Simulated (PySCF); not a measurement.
Vertical excitation energies

Zr(OSiH3)4 (singlet state).
Cartesian coordinates in Å at the PBE0-D3(BJ)/def2-SVP level; atoms count from 1:
```
atom  x, y, z in Å
Zr1   -0.086    0.003   -0.004
O2     0.742   -0.638    1.633
Si3    1.527   -1.177    2.993
H4     1.828   -2.634    2.862
H5     0.670   -0.960    4.196
H6     2.810   -0.431    3.168
O7     1.146   -0.283   -1.481
Si8    2.268   -0.516   -2.681
H9     2.610   -1.966   -2.784
H10    3.510    0.255   -2.372
H11    1.719   -0.051   -3.989
O12   -0.461    1.904    0.163
Si13  -0.697    3.538    0.344
H14   -1.625    3.793    1.486
H15   -1.286    4.108   -0.904
H16    0.608    4.212    0.617
O17   -1.737   -0.976   -0.323
Si18  -3.116   -1.842   -0.640
H19   -4.143   -1.567    0.409
H20   -2.808   -3.304   -0.650
H21   -3.667   -1.453   -1.973
```

Method used: PySCF, TDDFT B3LYP/def2-SVPD, vertical, gas phase, core orbitals frozen in the response, def2 core potentials past Kr. Spin–orbit coupling is left out.

**Question.** Predict the UV-vis stick spectrum at this level.

**Answer.** 

```csv
state,E (eV),λ (nm),ν̃ (cm⁻¹),f,"main configurations (H = HOMO, L = LUMO)"
S1,6.73,184.1,54310,0.0000,H-2/H-1/H→L (≥90%)
S2,6.74,184.1,54330,0.0000,H-2/H-1/H→L (≥89%)
S3,6.74,184.1,54330,0.0000,H-2/H-1/H→L (≥85%)
S4,6.94,178.7,55950,0.0000,H-2/H-1/H→L+1/L+2 (≥87%)
S5,6.94,178.6,56000,0.0000,H-2/H-1/H→L+1/L+2 (≥77%)
S6,6.94,178.6,56000,0.0000,H-2/H-1/H→L+1/L+2 (≥91%)
S7,6.99,177.3,56410,0.0001,H-3→L (88%)
S8,7.00,177.0,56500,0.0004,H-4→L (88%)
S9,7.01,176.8,56560,0.0008,H-5→L (88%)
```

Triplets (Tamm–Dancoff): T1 6.59 eV, H-2/H-1/H→L (≥86%); T2 6.60 eV, H-2/H-1/H→L (≥86%); T3 6.60 eV, H-2/H-1/H→L (≥86%).

The lowest singlet level (S1/S2/S3) lies at 6.73 eV (184 nm, vacuum ultraviolet) and is dark (f under 0.0005). The largest oscillator strength of a single state is 0.0008. S1/S2/S3, S4/S5/S6 and S8/S9 lie within about 0.01 eV of each other in each set. For S1 the Löwdin share of zirconium is at most 9% in HOMO and 31% in LUMO. The listed states span 0.28 eV, and the widest gap between neighbours is 0.20 eV (S3 to S4). Orbital energies (eV): HOMO-3 -8.72, HOMO-2 -8.46, HOMO-1 -8.46, HOMO -8.46, LUMO -0.89, LUMO+1 -0.44, LUMO+2 -0.43. Orbitals of the list HOMO-3 to LUMO+2 that lie within 0.01 eV of each other are written together with a slash and their weights summed (≥ marks a lower bound); for degenerate orbitals outside that list single weights are arbitrary. Singlets were solved by full linear response, triplets in the Tamm–Dancoff approximation. The highest level found (7.08 eV, f 0.069 so far) is left out, since the window may have cut off a degenerate partner.

Hardware: Intel Xeon at 2.50 GHz, one thread, no GPU (shared host). Cost: 6.3 min of wall time (with the writing of density and orbital grids), 1.6 GiB resident at most.
